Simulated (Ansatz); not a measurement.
`OBC=S`, one more setting.

```yaml
crystal:
  periodic: [false, false, false]
  atoms:
    - {symbol: O, position_ang: [-0.923492, 0.476299, 0.541419]}
    - {symbol: B, position_ang: [-0.304000, 0.483235, -0.149440]}
    - {symbol: C, position_ang: [0.857917, -0.785098, 0.346678]}
    - {symbol: S, position_ang: [2.320910, -0.575808, -0.586038]}
    - {symbol: H, position_ang: [-1.956681, 1.157157, 0.324816]}
    - {symbol: H, position_ang: [0.329271, 1.328372, -0.421427]}
    - {symbol: H, position_ang: [0.342326, -1.802778, -0.002880]}
basis:
  gaussian: {orbitals: def2-mTZVPP, fitting: {mean_field: def2-universal-jkfit}}
hamiltonian: {xc: {name: SVWN5}}
```

```sh
$ ansatz run in.yaml --threads 2 --pin off --events-out ev --progress --plain --max-ram 4352MiB
```

Output, abridged:

```
Functional definition: SVWN5
409 factors; integrals over basis functions are off by at most 8.8e-1 eV
mean field evaluation 1: about -14541.8288 eV, gradient 1.0e2 eV
mean field evaluation 2: about -14440.7304 eV, gradient 2.1e2 eV
mean field evaluation 4: about -14553.5642 eV, gradient 5.5e1 eV
mean field evaluation 8: about -14563.5550 eV, gradient 2.0e0 eV
mean field evaluation 16: about -14563.5734 eV, gradient 5.9e-5 eV
mean field -14563.57342640 eV, -535.2014518754 hartree, gradient 6.0e-5 eV, S^2 0.000000; 1 other end points of the search recorded, 0 dependent functions left out
reference -14563.57346206 eV, -535.2014531859 hartree; 19, 19 occupied and 85, 85 virtual orbitals, 409 factors
Total energy: -14563.57346206 eV, -535.2014531859 hartree
```

Hardware: 2 threads of an Arm Neoverse V1 on a shared host. Wall time 0.75 s, peak host memory 0.1 GiB.
